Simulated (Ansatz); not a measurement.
Wavefunction ladder for `N=[CH][AlH][OH]`

```xyz
8

N    -0.337   -1.542   -1.147
C    -1.012   -0.666   -0.512
Al   -0.136    0.748    0.550
O     1.548    0.576    0.457
H     0.668   -1.395   -1.018
H    -2.102   -0.768   -0.609
H    -0.815    1.906    1.391
H     2.186    1.141    0.887
```

Total charge 0; spin multiplicity 1. The geometry is a stationary point of PBE0-D4/def2-TZVP. It is one conformer, not always the lowest. Frozen core, restricted reference, Ansatz. CBS rows extrapolate triple and quadruple zeta; past MP2 they add the triple-zeta difference.

| basis | HF (Eh) | MP2 corr. |
| --- | --- | --- |
| def2-SVP | -411.23673 | -0.54328 |
| def2-TZVPP | -411.53221 | -0.67992 |
| def2-QZVPP | -411.54759 | -0.73031 |

Problem. Estimate the CCSD correlation energy and the (T) correction in each basis where they were run (hartree).

Solution. 
```tsv
basis	CCSD corr.	(T)
def2-SVP	-0.57540	-0.01684
def2-TZVPP	-0.70378	-0.02881
CBS(def2)	-0.79149	as TZ
```
